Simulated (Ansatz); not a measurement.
`CO[SiH2][SiH3]`, charge 0, multiplicity 1.

Problem. Give a relaxed structure at PBE0-D4/def2-TZVP (Ansatz 0.2.0). (Best estimate.)

Solution. The calculation gave: 
Cartesian coordinates in Å:
```
C -0.365 -0.607 2.179
O -0.575 -0.147 0.863
Si 0.642 -0.064 -0.244
Si -0.287 0.763 -2.222
H -1.317 -0.567 2.712
H 0.359 0.020 2.711
H -0.004 -1.642 2.188
H 1.738 0.823 0.251
H 1.249 -1.413 -0.454
H 0.778 0.858 -3.259
H -0.863 2.117 -2.006
H -1.356 -0.143 -2.720
```
Point group Cs.
This is one stationary point; other conformers may exist.
